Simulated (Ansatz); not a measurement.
Stepwise reaction of `C[SiH2][GeH2][CH3]` with water, as a gas-phase model of exchange steps in deposition or etching. ΔE in kJ/mol.

Computed with Ansatz on PBE0-D4/def2-TZVP structures; ΔE is electronic, products minus reactants. CBS: MP2 limit from def2 TZ/QZ plus the TZ coupled-cluster correction, frozen cores. This one scheme is used for every species. DFT in def2-TZVPP. B3LYP here is the variant with VWN-RPA as its local correlation; programs differ in this. For Ge outer-core shells are correlated without core-valence functions, which leaves a few kJ/mol of doubt a bond. Scalar relativity is left out up to krypton. One conformer a species, not always the lowest.

```json
{"step": "2", "reaction": "`C[SiH2][GeH2][OH]` + H₂O → `O[SiH2][GeH2][OH]` + CH₄", "PBE-D4": "-75.4", "B3LYP-D4": "-88.5", "ωB97M-V": "-84.7", "CCSD(T)/CBS": "-81.9"}
```

Give the row of step 1, `C[SiH2][GeH2][CH3]` + H₂O → `C[SiH2][GeH2][OH]` + CH₄. (An estimate is asked.)

Computed: 
```tsv
step	reaction	PBE-D4	B3LYP-D4	ωB97M-V	CCSD(T)/CBS
1	`C[SiH2][GeH2][CH3]` + H₂O → `C[SiH2][GeH2][OH]` + CH₄	-36.2	-42.7	-38.2	-31.6
```

By hand: ΔE of the 2 steps together at CCSD(T)/CBS.

(-31.6) + (-81.9) = -113.5 kJ/mol, or -56.8 kJ/mol a step.

In ΔE each step is lower than the one before. All are downhill at CCSD(T)/CBS. PBE-D4 differs from CCSD(T)/CBS by -4.6 to 6.5 kJ/mol a step. Isolated molecules leave out the surface, adducts and barriers. Largest T1 diagnostic: 0.012.
